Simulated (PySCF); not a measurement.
**Working out the ionisation energy of N+**

N+ [He] 2s2 2p2 (3P) → N(2+) [He] 2s2 2p1 (2P). Computed with PySCF 2.14 in cc-pVDZ (3s2p1d, 14 functions), with no relativity, point nucleus. Frozen: 1s2. Energies in hartree (1 hartree = 27.21139 eV):

```tsv
part	N+ (lower)	N(2+) (upper)
UHF	-53.880468	-52.805644
CCSD correlation	-0.075757	-0.074317
(T)	-0.000754	-0.000543
```

Question: What does Hartree-Fock give?

Answer: (-52.805644) − (-53.880468) = 1.074824 hartree = 29.247 eV.

Question: What do CCSD and CCSD(T) give?

Answer: The CCSD correlation energies differ by 0.001440 hartree = 0.039 eV and the triples by 0.000211 hartree = 0.006 eV, so CCSD gives 29.286 eV and CCSD(T) 29.292 eV.

Reference: 29.601 eV (semi-empirical (NIST evaluation); NIST Atomic Spectra Database, ionization energies), between the lowest levels; spin-orbit coupling is absent from the calculation.

A double-zeta basis recovers only part of the correlation energy.

What remains against the reference includes basis incompleteness, the frozen core and higher excitations.
